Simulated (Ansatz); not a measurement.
Cl₂F₂Ge (`[F][Ge]([F])([Cl])[Cl]`) at its PBE0-D4/def2-TZVP geometry, where that method's forces vanish. Total charge 0; spin multiplicity 1.

```csv
atom,x (Å),y (Å),z (Å)
F1,0.570,-1.621,0.247
Ge2,0.001,-0.027,0.044
F3,-0.543,0.482,1.577
Cl4,-1.613,-0.034,-1.295
Cl5,1.585,1.200,-0.573
```

Problem. For each bond, give half the difference of the two atoms' forces along it (eV/Å; positive pushes the atoms apart) under PBE-D4, r2SCAN-D4, B3LYP-D4, ωB97M-V in def2-TZVPP. (Estimate.)

Solution. Ansatz gave: 
```tsv
bond	length (Å)	PBE-D4	r2SCAN-D4	B3LYP-D4	ωB97M-V
F1–Ge2	1.705	0.54	0.04	0.22	0.07
Ge2–F3	1.705	0.54	0.04	0.22	0.07
Ge2–Cl4	2.097	0.11	0.02	0.15	-0.03
Ge2–Cl5	2.097	0.11	0.02	0.15	-0.03
```

B3LYP here is the variant with VWN-RPA as its local correlation; programs differ in this.
